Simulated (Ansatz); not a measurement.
Li3Al⁻. Charge -1, multiplicity 2. Geometry r2SCAN-D4/def2-TZVPD; atoms count from 1.

```tsv
atom	x (Å)	y (Å)	z (Å)
Li1	-1.3089	1.1334	0.0294
Li2	1.1448	0.3645	-1.4852
Li3	0.6886	-0.0288	1.7070
Al4	-0.5245	-1.4692	-0.2512
```

The charge -1 doublet is spin-contaminated (final ⟨S²⟩ up to 1.11, 0.75 for a pure state). The highest occupied level of the charge -1 doublet lies above zero (up to 0.17 eV). Its loss leaves the charge 0 triplet, which lies 0.87 eV higher (vertical, at PBE0-D4/def2-TZVPD), but this difference is unsure: the triplet is doubtful (geometry relaxed on an unsound state). The geometry of the doublet was relaxed on an unsound state (⟨S²⟩ 1.39, where a pure state has 0.75). The structure comes from a short search, and lower isomers may exist.

(1) Estimate the Mulliken populations from the PBE0/def2-TZVPD orbitals of Ansatz.

(2) Where does the spin sit?

(3) And the Mayer bond orders between bonded heavy atoms (over 0.3)?

Results:

(1) 
| atom | charge (e) | spin (α − β) |
| --- | --- | --- |
| Li1 | -0.06 | -0.12 |
| Li2 | 0.06 | -0.16 |
| Li3 | 0.05 | -0.08 |
| Al4 | -1.06 | 1.35 |
Mulliken values and Mayer orders depend strongly on the basis. With diffuse functions, as here, like atoms can get unlike values, and bond orders can come out too low or too high.

(2) Summed by element: Li -0.35, Al 1.35, of 1 unpaired in all. Largest on single atoms: Al4 1.35, Li2 -0.16, Li1 -0.12.

(3) Li1–Li2 0.40 (2.98 Å); Li1–Li3 0.41 (2.86 Å); Li1–Al4 0.78 (2.73 Å); Li2–Al4 0.68 (2.77 Å); Li3–Al4 0.71 (2.72 Å). Values over 0.3 also appear between atoms too far apart for a bond (Li2–Li3 0.33 at 3.25 Å); they arise where an orbital or an unpaired electron spreads over both atoms.
